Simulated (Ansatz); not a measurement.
The cluster CdCl₂⁻, relaxed as a doublet with UKS r2SCAN-D4/def2-TZVPD in Ansatz, starting from the GFN1-xTB geometry. Force threshold 0.02 eV/Å.

In the def2 sets Cd takes a core potential; there is no spin–orbit coupling. The relaxation made no stability test and no search for a lower SCF solution. The structure comes from a short search, and lower isomers may exist.

Start:

```tsv
atom	x (Å)	y (Å)	z (Å)
Cd1	-0.0063	0.1257	-0.2984
Cl2	-2.6234	-0.9211	-0.1389
Cl3	2.6297	0.7954	0.4374
```

**Question.** Estimate the energy that the relaxation releases and the steps that it takes.

**Answer.** 10.7 kcal/mol, in 6 steps; 14 s on 4 threads of Arm Neoverse V1 on a shared host. No frequencies were taken in this run, so the end may be a saddle point.

**Question.** Does the start keep its bonding and symmetry?

**Answer.** By distances, no bond broke or formed. The bond that changes most is Cd1–Cl2, from 2.82 to 2.50 Å (atoms count from 1). Point group C2v at the start, C2v at the end, both within 0.05 Å.

**Question.** Predict the relaxed structure.

**Answer.** 
```tsv
atom	x (Å)	y (Å)	z (Å)
Cd1	-0.0214	0.3321	-0.7929
Cl2	-2.0100	-0.8263	0.1748
Cl3	2.0314	0.4942	0.6181
```
Bond lengths: 2 × Cd–Cl 2.50 Å.
